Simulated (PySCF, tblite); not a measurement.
C5H16N2OSi.
Cartesian coordinates in Å at the GFN2-xTB level; atoms count from 1:
```xyz
25
C5H16N2OSi angstrom
C     -1.3975   -1.6190    0.1743
C     -1.5261   -0.5975   -0.9471
C     -0.6985    0.6633   -0.6918
O     -1.0306    1.3171    0.5286
C     -2.2748    1.9638    0.5414
Si     1.1913    0.4230   -0.5913
N      1.6906   -0.6700   -1.8324
N      1.5164   -0.1198    1.0108
C      2.8463   -0.3721    1.5116
H     -2.0372   -2.4792   -0.0160
H     -1.6915   -1.1690    1.1196
H     -0.3685   -1.9558    0.2661
H     -2.5805   -0.3307   -1.0719
H     -1.1865   -1.0257   -1.8921
H     -0.8996    1.3575   -1.5221
H     -2.3858    2.6275   -0.3257
H     -2.3084    2.5577    1.4545
H     -3.1109    1.2549    0.5486
H      1.8579    1.6780   -0.9762
H      1.2034   -1.5439   -1.9506
H      2.6769   -0.8151   -1.9686
H      0.8995    0.2268    1.7309
H      2.8093   -1.0838    2.3391
H      3.3494    0.5367    1.8595
H      3.4445   -0.8008    0.7100
```

Method used: PBE0/pcSseg-1 in PySCF (dipole) on a GFN2-xTB geometry, gas phase.

Take the most abundant isotopes and a rigid rotor. The values belong to one conformer with, in the numbering `[CH3:1][CH2:2][C@@H:3]([O:4][CH3:5])[Si@H:6]([NH2:7])[NH:8][CH3:9]`, C1–C2–C3–O4 -58°, C2–C3–O4–C5 -71°, C2–C3–Si6–N7 42°, C3–Si6–N7–H -49° and 173°, C3–Si6–N8–C9 -178°.

What are A, B and C (MHz)?

Ia = 296.70, Ib = 559.15, Ic = 623.95 u·Å²; 505379 MHz·u·Å²/I gives A = 1703, B = 903.8, C = 810.0 MHz.

What kind of rotor is it?

An asymmetric top; Ray's κ = -0.790.

What does the inertial defect say?

Not planar: Δ = Ic − Ia − Ib = -231.90 u·Å². For a rigid frame Δ = −2 Σ m c², so Σ m c² = 115.95 u·Å² lies off the ab plane: 29.37 from hydrogen and 86.58 from heavier atoms. The atom farthest from that plane is 2.46 Å away.

Give the other two planar moments, Paa and Pbb, and the rms extents of the mass along the axes.

Paa = Σ m a² = (Ib + Ic − Ia)/2 = 443.20 and Pbb = Σ m b² = (Ia + Ic − Ib)/2 = 180.75 u·Å². With the mass M = 148.10 u, the rms extents √(P/M) along a, b and c are 1.73, 1.10, 0.88 Å.

Where do the levels up to J = 2 lie, in MHz?

Above 0(0,0):
J = 1: 1(0,1) 1714, 1(1,1) 2513, 1(1,0) 2607
J = 2: 2(0,2) 5134, 2(1,2) 5847, 2(1,1) 6129, 2(2,1) 8527, 2(2,0) 8535
Those of J = 1 are B + C, A + C and A + B.

Which lines would a microwave search look for?

The dipole components are |μa| = 0.11 D, |μb| = 0.29 D, |μc| = 0.71 D. Intensities carry the squares of the components, which stand as 0.02 : 0.16 : 1.00 (a : b : c). Some lines, for components of 0.1 D or more:

```json
{"type": "c", "branch": "Q", "J(Ka,Kc)": "2(1,2) ← 2(0,2)", "MHz": "713", "lower level (cm⁻¹)": "0.171"}
{"type": "c", "branch": "Q", "J(Ka,Kc)": "1(1,1) ← 1(0,1)", "MHz": "799", "lower level (cm⁻¹)": "0.057"}
{"type": "b", "branch": "Q", "J(Ka,Kc)": "1(1,0) ← 1(0,1)", "MHz": "893", "lower level (cm⁻¹)": "0.057"}
{"type": "b", "branch": "Q", "J(Ka,Kc)": "2(1,1) ← 2(0,2)", "MHz": "995", "lower level (cm⁻¹)": "0.171"}
{"type": "a", "branch": "R", "J(Ka,Kc)": "1(0,1) ← 0(0,0)", "MHz": "1714", "lower level (cm⁻¹)": "0.000"}
{"type": "c", "branch": "Q", "J(Ka,Kc)": "2(2,1) ← 2(1,1)", "MHz": "2398", "lower level (cm⁻¹)": "0.204"}
{"type": "b", "branch": "Q", "J(Ka,Kc)": "2(2,0) ← 2(1,1)", "MHz": "2406", "lower level (cm⁻¹)": "0.204"}
{"type": "b", "branch": "R", "J(Ka,Kc)": "1(1,1) ← 0(0,0)", "MHz": "2513", "lower level (cm⁻¹)": "0.000"}
{"type": "c", "branch": "R", "J(Ka,Kc)": "1(1,0) ← 0(0,0)", "MHz": "2607", "lower level (cm⁻¹)": "0.000"}
{"type": "b", "branch": "R", "J(Ka,Kc)": "2(0,2) ← 1(1,1)", "MHz": "2620", "lower level (cm⁻¹)": "0.084"}
{"type": "b", "branch": "Q", "J(Ka,Kc)": "2(2,1) ← 2(1,2)", "MHz": "2680", "lower level (cm⁻¹)": "0.195"}
{"type": "a", "branch": "R", "J(Ka,Kc)": "2(1,2) ← 1(1,1)", "MHz": "3334", "lower level (cm⁻¹)": "0.084"}
{"type": "a", "branch": "R", "J(Ka,Kc)": "2(0,2) ← 1(0,1)", "MHz": "3420", "lower level (cm⁻¹)": "0.057"}
{"type": "a", "branch": "R", "J(Ka,Kc)": "2(1,1) ← 1(1,0)", "MHz": "3521", "lower level (cm⁻¹)": "0.087"}
{"type": "b", "branch": "R", "J(Ka,Kc)": "2(1,2) ← 1(0,1)", "MHz": "4133", "lower level (cm⁻¹)": "0.057"}
{"type": "c", "branch": "R", "J(Ka,Kc)": "2(1,1) ← 1(0,1)", "MHz": "4415", "lower level (cm⁻¹)": "0.057"}
{"type": "b", "branch": "R", "J(Ka,Kc)": "2(2,1) ← 1(1,0)", "MHz": "5920", "lower level (cm⁻¹)": "0.087"}
{"type": "c", "branch": "R", "J(Ka,Kc)": "2(2,0) ← 1(1,0)", "MHz": "5928", "lower level (cm⁻¹)": "0.087"}
{"type": "c", "branch": "R", "J(Ka,Kc)": "2(2,1) ← 1(1,1)", "MHz": "6014", "lower level (cm⁻¹)": "0.084"}
{"type": "b", "branch": "R", "J(Ka,Kc)": "2(2,0) ← 1(1,1)", "MHz": "6022", "lower level (cm⁻¹)": "0.084"}
```

Its GFN2-xTB frequencies are all real (lowest 43 cm⁻¹). No vibrational averaging or centrifugal distortion is included, and the geometry carries the error of its method. A rigid rotor knows nothing of inversion at nitrogen or internal rotation, which can split or shift real lines. Quadrupole hyperfine structure (14N) is left out.

The run took 1.9 min on one thread of an Arm Neoverse N1, no GPU, shared host with 64 logical CPUs at a one-minute load of 58, and the process peaked at 1.1 GiB of memory. This is the PBE0/pcSseg-1 job that gave the dipole, with the shieldings it also computed.
